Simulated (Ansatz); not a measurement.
`[OH][SnH2][NH][SiH3]` + H–F → `[OH][SnH2][F]` + `N[SiH3]`  (ligand exchange at the Sn–N bond)

Program: Ansatz. Geometries: PBE0-D4/def2-TZVP. ΔE: electronic, gas phase. CCSD(T)/CBS is the MP2 limit (def2-TZVPP, def2-QZVPP) plus CCSD(T) − MP2 in def2-TZVPP, frozen cores. This one scheme is used for every species. DFT in def2-TZVPP. B3LYP here is the variant with VWN-RPA as its local correlation; programs differ in this. def2 core potentials past Kr. For Sn outer-core shells are correlated without core-valence functions, which leaves a few kJ/mol of doubt a bond. Each species was taken in one conformer, which may not be the lowest.

```tsv
level	ΔE (kcal/mol)	difference from CCSD(T)/CBS
PBE-D4	-12.6	-2.7
r2SCAN-D4	-13.8	-3.9
PBE0-D4	-11.5	-1.6
B3LYP-D4	-13.0	-3.1
ωB97X-V	-13.3	-3.4
ωB97M-V	-12.6	-2.7
B2PLYP	-13.3	-3.4
PBE	-14.3	-4.4
r2SCAN	-14.3	-4.4
PBE0	-13.0	-3.1
B3LYP	-15.7	-5.8
HF/def2-TZVPP	-15.3	-5.4
MP2/def2-TZVPP	-8.3	1.6
SCS-MP2/def2-TZVPP	-10.0	-0.1
CCSD/def2-TZVPP	-10.0	-0.1
CCSD(T)/def2-TZVPP	-9.3	0.6
HF/def2-QZVPP	-15.9	-6.0
MP2/def2-QZVPP	-8.8	1.1
SCS-MP2/def2-QZVPP	-10.5	-0.6
HF/CBS(def2)	-15.9	-6.0
MP2/CBS(def2)	-8.8	1.1
CCSD/CBS(def2)	-10.6	-0.7
CCSD(T)/CBS	-9.9	0
```

Largest T1 diagnostic among the species: 0.014.

In def2-TZVPP, CCSD(T) changes the Hartree–Fock value by +6.0 kcal/mol (the triples alone add +0.7 kcal/mol) and MP2 by +7.1 kcal/mol. The D4 term adds +2.7 kcal/mol with B3LYP and +1.5 kcal/mol with PBE0; it sums over pairs of atoms, weighted by their polarisabilities, and B3LYP, whose exchange is more repulsive, gets the larger term.
